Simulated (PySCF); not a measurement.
Species: CH₃Br₂Ge, charge 0, multiplicity 2. It need not be the lowest isomer of its formula. SMILES: [CH3][Ge]([Br])[Br]
Structure (B3LYP-D3(BJ)/def2-TZVP (Ansatz) minimum search):
```
C
H 1 1.0880
H 1 1.0880 2 110.90
H 1 1.0895 2 110.48 3 122.84
Ge 1 1.9871 2 108.91 4 117.32
Br 5 2.3512 1 107.27 2 -177.64
Br 5 2.3512 1 107.27 2 -61.29
```
Charge 0, spin multiplicity 2.

Dispersion corrections to the total energy (kcal/mol) from the dftd3 and dftd4 libraries through PySCF: D3(BJ) without and D4 with the three-body term, each with the damping fitted for the functional named.

| functional | D3(BJ) | D4 |
|---|---|---|
| B2PLYP | -4.81 | -3.32 |
| BHLYP | -8.04 | -7.27 |
| PBE | -4.56 | -4.75 |
| B2GP-PLYP | -6.04 | (withheld) |
| PBE0 | -4.34 | -4.11 |
| B3LYP | -8.99 | (withheld) |
| TPSSh | (withheld) | -5.76 |

Problem. Fill in the missing entries.

Solution. 
- B2GP-PLYP, D4: -2.09
- B3LYP, D4: -7.83
- TPSSh, D3(BJ): -5.82
